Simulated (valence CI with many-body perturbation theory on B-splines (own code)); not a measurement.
Results of a calculation; reference values are marked as such.
## Level structure of Nd54+

Method: valence CI with perturbative core correlation (CI+MBPT): four valence electrons over a frozen Dirac-Fock core [He], a basis of 11 s, 11 p, 9 d, 7 f, 5 g, 2 h, 1 i functions for each j, with the one-electron correlation potential Σ1, the two-electron term Σ2, the three-electron term Σ3, Breit, model QED; selected CI, second order for the rest (own B-spline code, finite nucleus).

The last digits are not significant, and no measured levels were compared; by estimate large intervals hold to a few tenths of a per cent, small ones and those within an open d or f shell to about a per cent. Among the levels kept, up to 280 cm⁻¹ of a level comes from second order outside the variational space, and about a tenth of that is noise between levels of different J, which matters for small intervals.

Levels 91 to 116 of 116, with energies above the lowest level, (2s^2 2p1/2^2) J=0. "Leading %" is the weight of the configuration and term that name the level; weights of strongly mixed levels are sums over their largest components and can fall short. In the jj column 3d3/2^4 stands for four electrons in 3d with j = 3/2.

```csv
No.,Configuration,Term,J,E (eV),Leading %,g,Leading jj
91,2s2p²3d,³F,3,7448.1,28,1.285,2s 2p1/2 2p3/2 3d3/2 (88 %)
92,2s2p²3p,³P°,0,7449.4,81,,2s 2p1/2 2p3/2 3p3/2 (100 %)
93,2s2p²3d,³D,2,7451.7,30,1.316,2s 2p1/2 2p3/2 3d3/2 (88 %)
94,2s2p²3p,¹D°,2,7453.5,33,1.139,2s 2p1/2 2p3/2 3p3/2 (89 %)
95,2s2p²3d,⁵P,1,7454.1,26,1.724,2s 2p1/2 2p3/2 3d3/2 (79 %)
96,2s2p²3p,³P°,1,7457.3,35,1.210,2s 2p1/2 2p3/2 3p3/2 (93 %)
97,2s2p²3p,³P°,1,7458.2,36,1.303,2s 2p1/2 2p3/2 3p3/2 (84 %)
98,2s2p²3d,³F,2,7463.4,31,1.246,2s 2p1/2 2p3/2 3d5/2 (94 %)
99,2s2p²3d,³F,3,7472.1,47,1.261,2s 2p1/2 2p3/2 3d5/2 (86 %)
100,2s2p²3d,³D,1,7476.9,28,1.050,2s 2p1/2 2p3/2 3d5/2 (82 %)
101,2s2p²3d,³G,5,7479.2,59,1.265,2s 2p1/2 2p3/2 3d5/2 (99 %)
102,2p³3p,³D,2,7483.9,19,1.176,2p1/2^2 2p3/2 3p1/2 (78 %)
103,2p³3p,³P,1,7488.1,17,1.542,2p1/2^2 2p3/2 3p1/2 (74 %)
104,2s2p²3d,³F,2,7488.4,52,1.043,2s 2p1/2 2p3/2 3d3/2 (60 %)
105,2s2p²3d,¹F,3,7496.0,39,0.972,2s 2p1/2 2p3/2 3d3/2 (73 %)
106,2s2p²3d,³D,3,7501.1,54,1.176,2s 2p1/2 2p3/2 3d5/2 (71 %)
107,2s2p²3d,³D,1,7505.0,63,0.696,2s 2p1/2 2p3/2 3d3/2 (87 %)
108,2s2p²3d,³F,4,7505.1,56,1.196,2s 2p1/2 2p3/2 3d5/2 (93 %)
109,2s2p²3d,³D,1,7509.2,67,0.809,2s 2p1/2 2p3/2 3d5/2 (65 %)
110,2s2p²3d,¹D,2,7513.0,30,1.033,2s 2p1/2 2p3/2 3d5/2 (58 %)
111,2s2p²3d,³P,0,7517.7,92,,2s 2p1/2 2p3/2 3d5/2 (70 %)
112,2s2p²3d,¹D,2,7522.3,38,0.999,2s 2p1/2 2p3/2 3d3/2 (84 %)
113,2s2p²3d,¹P,1,7527.3,57,1.044,2s 2p1/2 2p3/2 3d3/2 (62 %)
114,2s2p²3d,¹S,0,7529.4,55,,2s 2p1/2 2p3/2 3d3/2 (71 %)
115,2s2p²3d,³D,3,7543.3,41,1.228,2s 2p1/2 2p3/2 3d5/2 (98 %)
116,2s2p²3d,³F,4,7547.9,43,1.114,2s 2p1/2 2p3/2 3d5/2 (100 %)
```

Where two levels of one J and parity lie close, their mixing, g and order are uncertain.
